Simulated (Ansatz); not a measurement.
H$_{2}$FInSe$_{2}$ (SMILES [F][In]([SeH])[SeH]), singlet, geometry from GFN2-xTB (such geometries of metal compounds can be far from the true shape) (all electrons, no relativity), with bond 4-3 at 1.8 times its length; CASSCF(4,3)/STO-3G run with Ansatz (a first-principles code).

Here is a job for Ansatz.
Ansatz 0.2 input:
```yaml
crystal:
  periodic: [false, false, false]
  atoms:
    - {symbol: In, position_ang: [0.29507477, -0.24758824, 0.05059120]}
    - {symbol: F, position_ang: [1.75783660, -1.50103225, 0.57315057]}
    - {symbol: Se, position_ang: [-0.86712853, 0.50425084, 2.17807054]}
    - {symbol: H, position_ang: [0.77521849, -0.97603476, 3.52485482]}
    - {symbol: Se, position_ang: [0.00756771, 0.22668571, -2.42655755]}
    - {symbol: H, position_ang: [-1.09941170, 1.10740133, -2.11504959]}
basis:
  gaussian:
    orbitals: STO-3G
hamiltonian:
  xc: hf
magnetization: {spin_polarized: false}
correlation: {active_space: {window: {electrons: 4, orbitals: 3}}}
```

Output, abridged:

```
Functional definition: HF
820 factors; integrals over basis functions are off by at most 5.6e-5 eV
mean field evaluation 1: about -286506.2447 eV, gradient 2.5e1 eV
mean field evaluation 2: about -286506.2673 eV, gradient 2.5e1 eV
mean field evaluation 4: about -286510.8162 eV, gradient 3.1e0 eV
mean field evaluation 8: about -286510.8938 eV, gradient 2.2e-3 eV
mean field -286510.89376786 eV, -10529.0811419101 hartree, gradient 5.5e-6 eV, S^2 0.000000; 0 other end points of the search recorded, 0 dependent functions left out
reference -286510.89376786 eV, -10529.0811419101 hartree; 64, 64 occupied and 6, 6 virtual orbitals, 820 factors
state -286514.06113839 eV, -10529.1975406299 hartree
Total energy: -286514.06113839 eV, -10529.1975406299 hartree
```
